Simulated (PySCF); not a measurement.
A side-by-side comparison of computed properties.

First species: C₄H₁₂O₃Si₂.
Z-matrix (Å and degrees, GFN2-xTB geometry), rows numbered from 1:
```
C 
O   1  1.3993
C   2  1.4208  1  114.08
Si  3  1.9163  2  103.52  1  -175.32
Si  4  2.3092  3  103.35  2    10.45
O   5  1.6843  4  108.78  3    60.82
C   6  1.3100  5  124.26  4     7.63
C   7  1.5071  6  113.04  5  -173.60
O   7  1.2080  6  123.48  5     6.46
H   1  1.0983  2  111.19  3    60.16
H   1  1.0978  2  111.16  3   -60.83
H   1  1.0894  2  107.04  3   179.69
H   3  1.0976  2  109.88  1    62.63
H   3  1.0956  2  109.93  1   -55.42
H   4  1.4640  3  110.54  2   141.51
H   4  1.4812  3  106.63  2  -104.72
H   5  1.4707  4  115.70  3   172.53
H   5  1.4609  4  121.91  3   -52.03
H   8  1.0858  7  110.13  6  -174.38
H   8  1.0874  7  109.51  6   -52.82
H   8  1.0884  7  108.81  6    65.15
```

Second species: phenylhydrazine, C6H8N2.
InChI=1S/C6H8N2/c7-8-6-4-2-1-3-5-6/h1-5,8H,7H2

Levels: PBE0/pcSseg-1 for HOMO energy, LUMO energy and HOMO–LUMO gap. Geometries: GFN2-xTB. Each species is one conformer at its optimised geometry, gas phase, non-relativistic unless stated. Electronic properties by PySCF.

Dipoles, sizes and rotational constants follow the conformer. The torsions of the flexible species, by atom-mapped SMILES:
- `[NH2:1][NH:2][c:3]1[cH:4][cH:5][cH:6][cH:7][cH:8]1`: N1–N2–C3–C4 -21°, H–N1–N2–C3 77°, H–N1–N2–C3 -43°

The conformers of `COC[SiH2][SiH2]OC(C)=O` aren't listed.

Values for the first species:

* HOMO energy: -7.55 eV
* LUMO energy: -0.12 eV
* HOMO–LUMO gap: 7.43 eV

Problem. Estimate the same properties for the second species, and the change in each.

Solution. 
```csv
property,first,second,second less first
HOMO energy,-7.55 eV,-5.92 eV,+1.63 eV
LUMO energy,-0.12 eV,-0.10 eV,+0.02 eV
HOMO–LUMO gap,7.43 eV,5.82 eV,-1.61 eV
```

